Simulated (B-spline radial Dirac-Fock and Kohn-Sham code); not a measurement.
**Rh⁵⁺ 4p1/2: cross section and angular parameters**

System: the Rh⁵⁺ ion in the configuration [Kr] 4d4; threshold 131.8 eV (orbital energy of the model). Model: Dirac-Hartree-Slater photoionisation with a Latter tail; cross sections with all multipoles, angular parameters from the dipole term and its interference with E2. Program: an atomic code on a B-spline grid.

Input file task.json (cfg lists n, l and occupation; rrms is the nuclear radius in fm):

```json
{"items": [{
  "Z": 45,
  "q": 5,
  "cfg": [[1, 0, 2], [2, 0, 2], [2, 1, 6], [3, 0, 2], [3, 1, 6], [3, 2, 10], [4, 0, 2], [4, 1, 6], [4, 2, 4]],
  "A": 103,
  "rrms": 4.4945,
  "do": "xps",
  "hv": [50.8, 51.3, 67.5, 94.8, 112.0, 133.0, 135.0, 150, 196.0, 200, 378.0, 549.0, 744.0, 767.0, 800, 1300.0, 2070.0, 2200.0, 2290.0, 2984.4, 3080.0, 3520.0, 3830.0, 5414.7, 5930.0, 6000, 9251.7, 11300.0, 12000]
}]}
```

Launch: `python xray2_run.py task.json out`

For linearly polarised light dσ/dΩ = σ/(4π) [1 + β P₂(cos θ) + (δ + γ cos²θ) sin θ cos φ], with θ from the polarisation vector and φ the angle between the beam and the projection of the electron momentum on the plane normal to the polarisation.

| hν (eV) | σ (kb) | β | γ | δ |
| --- | --- | --- | --- | --- |
| 150 | 137 | -0.202 | -0.068 | 0.025 |
| 196 | 122 | 0.534 | 0.011 | 0.041 |
| 200 | 121 | 0.580 | 0.022 | 0.041 |
| 378 | 72.4 | 1.406 | 0.210 | 0.009 |
| 549 | 45.6 | 1.587 | 0.110 | 0.002 |
| 744 | 29.4 | 1.657 | 0.024 | 0.000 |
| 767 | 28.0 | 1.661 | 0.017 | 0.000 |
| 800 | 26.2 | 1.667 | 0.008 | 0.000 |
| 1300 | 11.4 | 1.680 | -0.010 | 0.000 |
| 2070 | 4.58 | 1.634 | 0.137 | 0.003 |
| 2200 | 4.03 | 1.624 | 0.168 | 0.004 |
| 2290 | 3.70 | 1.618 | 0.190 | 0.004 |
| 2984.4 | 2.07 | 1.567 | 0.357 | 0.009 |
| 3080 | 1.92 | 1.560 | 0.380 | 0.010 |
| 3520 | 1.41 | 1.529 | 0.481 | 0.014 |
| 3830 | 1.16 | 1.508 | 0.549 | 0.017 |
| 5414.7 | 0.488 | 1.410 | 0.855 | 0.035 |
| 5930 | 0.386 | 1.382 | 0.940 | 0.041 |
| 6000 | ? | ? | ? | ? |
| 9251.7 | 0.115 | 1.227 | 1.373 | 0.084 |
| 11300 | 0.0652 | 1.151 | 1.567 | 0.112 |
| 12000 | 0.0547 | 1.128 | 1.625 | 0.121 |

Q: Give the values at 6000 eV.

A: σ = 0.374 kb, β = 1.378, γ = 0.952, δ = 0.042.

Values without a named source are computed, but for edge energies of neutral atoms, which are taken from tables.
